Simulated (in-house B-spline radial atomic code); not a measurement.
## HSE06 excitations of Zn2+

Method: HSE06. Computed with an all-electron radial atomic-structure program (B-spline basis): linear response of the closed shell [Ar] 3d10 with the functional's adiabatic kernel; non-relativistic, point nucleus, no spin-orbit coupling, no double excitations, S, P, D and F terms only. Only terms of natural parity with L up to 3 were computed.

Without relativity these are model numbers for so heavy an element.

Command:
```bash
python run_td.py task.json out
```
Settings (radii: box in bohr, nucleus in fm):
```
Z                        30
electrons                28
configuration            [Ar] 3d10
hamiltonian              nr
method                   hse06
box_radius               29.48
intervals                55
```

Run time, properties included: 2.2 s on 1 thread of Arm Neoverse N1, with other jobs on the host.

The lowest states, in the order of their Tamm-Dancoff energies; the method's threshold (minus the highest occupied level) is 33.53 eV. Labels give the largest channel, * marks a mixed state, and oscillator strengths are full-response dipole values. Semilocal kernels can invert the small singlet-triplet splittings of Rydberg terms. Energies in eV:

| state | full response | Tamm-Dancoff | oscillator strength |
| --- | --- | --- | --- |
| 3d → 4s 3D | 9.145 | 9.173 | - |
| 3d → 4s 1D | 9.736 | 9.746 | - |
| 3d → 4p 3P | 16.204 | 16.233 | - |
| 3d → 4p 3F | 16.395 | 16.415 | - |
| 3d → 4p 1F | 16.691 | 16.694 | - |
| 3d → 4p 1P | ? | ? | ? |
| 3d → 4d 3S | 24.790 | 24.823 | - |
| 3d → 5s 3D | 24.849 | 24.853 | - |
| 3d → 5s 1D | 24.948 | 24.950 | - |
| 3d → 4d 3D | 25.272 | 25.280 | - |
| 3d → 4d 1D | 25.526 | 25.533 | - |
| 3d → 5p 3P | 26.860 | 26.865 | - |
| 3d → 4d 1S | 26.710 | 26.895 | - |
| 3d → 5p 3F | 26.911 | 26.915 | - |
| 3d → 5p 1F | 26.979 | 26.979 | - |
| 3d → 5p 1P | 27.111 | 27.126 | 0.0434 |
| 3d → 6s 3D | ? | ? | - |
| 3d → 6s 1D | 29.252 | 29.252 | - |
| 3d → 5d 3S | 29.424 | 29.433 | - |
| 3d → 4f 3P | 29.531 | 29.532 | - |
| 3d → 5d 3D | 29.536 | 29.538 | - |
| 3d → 4f 1P | 29.565 | 29.567 | 0.0771 |

Question: Where does 3d → 6s 3D lie?

Answer: At 29.217 eV in full response, 29.219 eV in Tamm-Dancoff.

Question: Where does 3d → 4p 1P lie?

Answer: At 17.410 eV in full response, 17.482 eV in Tamm-Dancoff, oscillator strength 0.462.

Question: How large is the singlet-triplet splitting of 3d → 4s (D terms) in Tamm-Dancoff?

Answer: 0.572 eV, from the unrounded values.

Question: What polarisabilities and dispersion coefficient does the method give?

Answer: Dipole 2.687 bohr³, quadrupole 8.469 bohr⁵, C6 7.149 hartree·bohr⁶ for two such species.
